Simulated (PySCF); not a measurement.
## Polarisability and C₆ of Sc²⁺ (scandium, charge +2)

[Ar] 3d1, 2D determinant. Calculation: PySCF 2.14, in aug-cc-pwCVTZ; the non-relativistic Hamiltonian (point nucleus). Coupled (time-dependent) response in atomic units; α is the mean over directions.

```tsv
method	mean α (bohr³)	α xx, yy, zz	C₆ (like pair)	S(−4)
revPBE	5.121	6.052, 6.052, 3.260	15.02	32.14
```

S(−4) is the Cauchy moment in α(ω) = α(0) + S(−4) ω² + …

α(iu) at revPBE:

| u (hartree) | α(iu) (bohr³) |
| --- | --- |
| 0 | 5.121 |
| 0.0500 | 5.044 |
| 0.100 | 4.843 |
| 0.200 | 4.313 |
| 0.300 | 3.842 |
| 0.500 | 3.164 |
| 0.750 | 2.572 |
| 1.00 | 2.121 |
| 1.50 | 1.478 |
| 2.00 | 1.066 |
| 3.00 | 0.6161 |
| 5.00 | 0.2806 |

For an ion, C₆ is the dispersion term alone; charge-induced terms of lower order in 1/R come first.

The components differ because the open shell of this determinant is not spherical; for a pure term their mean is the scalar polarisability.
